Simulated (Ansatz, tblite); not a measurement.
(NaH)n: gap (eV) at several levels, gas phase, relaxed structures; Ansatz, xTB through tblite. Clusters are the lowest isomers that short searches found in that spin, judged at the geometry's level. The structures are stationary points that may keep the symmetry of their start.

```csv
species,state,geometry,GFN1-xTB,GFN2-xTB,PBE-D4/def2-SVP,PBE-D4/def2-TZVP,PBE0-D4/def2-SVP,PBE0-D4/def2-TZVP
(NaH)2 ring (Na2H2),singlet,PBE0-D4/def2-TZVP,4.75,3.25,2.69,2.71,4.26,4.28
(NaH)4 ring (Na4H4),singlet,PBE-D4/def2-SVP,4.73,3.21,3.78,3.76,5.40,5.37
(NaH)4 cube (Na4H4),singlet,PBE-D4/def2-SVP,5.97,3.90,3.78,3.75,5.36,5.29
Na3H3,singlet,PBE0-D4/def2-TZVP,4.96,4.02,3.87,3.83,5.45,5.40
Na5H5,singlet,PBE0-D4/def2-SVP,4.82,3.87,4.13,4.00,5.75,5.53
Na6H6,singlet,PBE-D4/def2-SVP,6.18,4.42,3.76,3.70,5.32,5.22
```

Over the 6 species that have every level, the mean is 5.23 at GFN1-xTB, 3.78 at GFN2-xTB, 3.67 at PBE-D4/def2-SVP, 3.62 at PBE-D4/def2-TZVP, 5.26 at PBE0-D4/def2-SVP, 5.18 at PBE0-D4/def2-TZVP. Orbital gaps grow with the share of exact exchange and aren't one observable across functionals.
